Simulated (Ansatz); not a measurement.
Si9H15. Total charge 0; doublet. Geometry r2SCAN-D4/def2-SVP.

Cartesian coordinates in Å:
```
Si -2.4468 -0.2742 -0.8236
Si 0.7836 2.2410 -1.5813
Si -1.5870 -0.6412 1.3433
Si -0.8688 -0.9353 -2.4398
Si 1.8193 0.8911 1.8486
Si 1.8637 -0.8926 0.3116
Si 1.2068 -0.0411 -1.7987
Si 0.1353 -2.2428 1.1714
Si -0.4921 1.2937 2.1590
H -2.7716 1.1763 -1.0130
H 2.5698 2.0957 1.3748
H 0.5208 -2.7745 2.5180
H 2.2744 -0.3320 -2.8146
H 1.9541 3.1337 -1.3238
H -0.7853 1.4534 3.6203
H -0.8082 -2.4301 -2.4973
H 3.1895 -1.5822 0.2101
H -2.6918 -1.0617 2.2644
H -3.7090 -1.0624 -1.0005
H 2.4015 0.4468 3.1562
H -0.2273 -3.3905 0.2824
H -0.9578 2.5260 1.4493
H -1.2580 -0.4196 -3.7912
H -0.1150 2.8225 -2.6257
```

The structure comes from a short search, and lower isomers may exist.

Task: Estimate the α-spin orbital energies around the gap (eV) in Ansatz with PBE-D4/def2-SVP, PBE-D4/def2-TZVP, r2SCAN-D4/def2-TZVP, PBE0-D4/def2-SVP, PBE0-D4/def2-TZVP.

Result: 
```csv
orbital,PBE-D4/def2-SVP,PBE-D4/def2-TZVP,r2SCAN-D4/def2-TZVP,PBE0-D4/def2-SVP,PBE0-D4/def2-TZVP
HOMO−13,-8.90,-8.91,-9.27,-10.28,-10.24
HOMO−12,-8.55,-8.56,-8.92,-9.90,-9.88
HOMO−11,-8.53,-8.55,-8.91,-9.89,-9.85
HOMO−10,-8.38,-8.39,-8.75,-9.72,-9.69
HOMO−9,-8.19,-8.21,-8.57,-9.52,-9.50
HOMO−8,-8.03,-8.03,-8.36,-9.30,-9.26
HOMO−7,-7.61,-7.59,-7.89,-8.80,-8.74
HOMO−6,-7.22,-7.20,-7.48,-8.36,-8.30
HOMO−5,-7.15,-7.13,-7.40,-8.27,-8.21
HOMO−4,-6.94,-6.92,-7.18,-8.03,-7.97
HOMO−3,-6.86,-6.82,-7.06,-7.90,-7.81
HOMO−2,-6.67,-6.63,-6.87,-7.70,-7.62
HOMO−1,-6.45,-6.41,-6.64,-7.46,-7.38
HOMO,-5.14,-5.17,-5.51,-6.18,-6.17
LUMO,-1.90,-2.09,-1.96,-1.22,-1.36
LUMO+1,-1.56,-1.74,-1.58,-0.84,-0.99
LUMO+2,-1.30,-1.51,-1.33,-0.57,-0.74
LUMO+3,-1.28,-1.49,-1.28,-0.53,-0.72
LUMO+4,-1.05,-1.29,-1.05,-0.29,-0.50
LUMO+5,-0.92,-1.22,-0.95,-0.13,-0.43
β HOMO,-6.42,-6.39,-6.60,-7.43,-7.35
β LUMO,-3.66,-3.71,-3.35,-2.85,-2.85
```
